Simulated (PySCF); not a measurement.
A structure optimised at PBE0-D3(BJ)/def2-SVP, used in a PySCF frequency run:

```xyz
4

Ge     0.0000     0.0000     0.2162
O      0.0000     0.0000     1.8332
O      0.0000     0.7987    -1.3490
O      0.0000    -0.7987    -1.3490
```

**Question.** Write its SMILES, formula and point group.

**Answer.** [O]=[Ge]1[O][O]1, GeO3, C2v

**Question.** What are its rotational constants (standard atomic weights)?

**Answer.** 24.760, 4.3807, 3.7222 GHz
